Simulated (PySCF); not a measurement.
## The third ionisation energy along group 15

Calculated with PySCF 2.14 from differences of total energies of unrestricted determinants, without spin-orbit coupling. Values in eV. The last column holds reference values (NIST; (s) semi-empirical, (t) theoretical, else measured). Unmarked ones compare directly (S terms, centres of terms, or small fine structure); those marked * lie between the lowest fine-structure levels and include a spin-orbit shift.

| element | configurations | MP2 (valence) | CCSD (valence) | CCSD(T) (valence) | LDA | PBE | PBE0 | reference |
| --- | --- | --- | --- | --- | --- | --- | --- | --- |
| N (aug-cc-pVQZ-DK, spin-free X2C) | [He] 2s2 2p1 → [He] 2s2 | 47.519 | 47.266 | 47.298 | 47.859 | 48.014 | 47.998 | 47.445 (s) * |
| P (aug-cc-pVQZ-DK, spin-free X2C) | [Ne] 3s2 3p1 → [Ne] 3s2 | 29.905 | 30.017 | 30.047 | 30.197 | 30.236 | 30.257 | 30.203 * |
| As (aug-cc-pVQZ-DK, spin-free X2C) | [Ar] 3d10 4s2 4p1 → [Ar] 3d10 4s2 | 27.776 | 27.845 | 27.866 | 28.243 | 28.076 | 28.111 | 28.349 ± 0.012 * |
| Sb (aug-cc-pVQZ-DK3, spin-free X2C) | [Kr] 4d10 5s2 5p1 → [Kr] 4d10 5s2 | 24.395 | 24.454 | 24.472 | 24.938 | 24.703 | 24.741 | 25.323 * |
| Bi (aug-cc-pVQZ-DK3, spin-free X2C) | [Xe] 4f14 5d10 6s2 6p1 → [Xe] 4f14 5d10 6s2 | 23.305 | 23.352 | 23.363 | n/a | n/a | n/a | 25.571 * |

"Valence" correlates the outer s and p shells and, in groups 3 to 12 and the f block, the outer d or f shell, open or full, or the next shell where the ion has no valence electron left; the wider scheme adds the next inner shell.
